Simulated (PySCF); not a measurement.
Si(H)2(OAc)(OH) (C2H6O3Si), SMILES CC(=O)O[SiH2]O. Atoms are numbered in the order given.

```xyz
12

Si    -1.3516    -0.0338     0.0341
O     -2.2515     1.3467     0.1857
O      0.2901     0.4755     0.0015
C      1.2498    -0.4681    -0.0461
C      2.6385     0.1113    -0.0710
O      0.9813    -1.6472    -0.0628
H     -1.6167    -0.8334     1.2450
H     -1.6293    -0.7372    -1.2427
H     -2.2445     1.9756    -0.5452
H      3.3803    -0.6946    -0.1126
H      2.7472     0.7754    -0.9422
H      2.7962     0.7287     0.8268
```
Charge 0, spin multiplicity 1.

The structure is a stationary point at B3LYP-D3(BJ)/def2-SVP. The values are those of a single conformer.

Level of theory: PBE0/pcSseg-1 in PySCF.

GIAO shieldings, no solvent; atoms listed in one row are averaged. δ = σ(ref) − σ: ²⁹Si against TMS (σ = 352.7 ppm); ¹⁷O against H2O (σ = 334.2 ppm); ¹³C against TMS (σ = 186.3 ppm); ¹H against TMS (σ = 31.56 ppm), references at their B3LYP-D3(BJ)/def2-TZVP geometries, non-relativistic.

Computed chemical shifts:
| nucleus | atoms | count | δ (ppm) |
|---|---|---|---|
| ²⁹Si | Si1 | 1 | -20.3 |
| ¹⁷O | O6 | 1 | 483.1 |
| ¹⁷O | O3 | 1 | 233.4 |
| ¹⁷O | O2 | 1 | 39.4 |
| ¹³C | C4 | 1 | 179.8 |
| ¹³C | C5 | 1 | 25.3 |
| ¹H | H8 | 1 | 5.52 |
| ¹H | H7 | 1 | 5.29 |
| ¹H | H10, H11, H12 | 3 | 2.34 |
| ¹H | H9 | 1 | 2.03 |
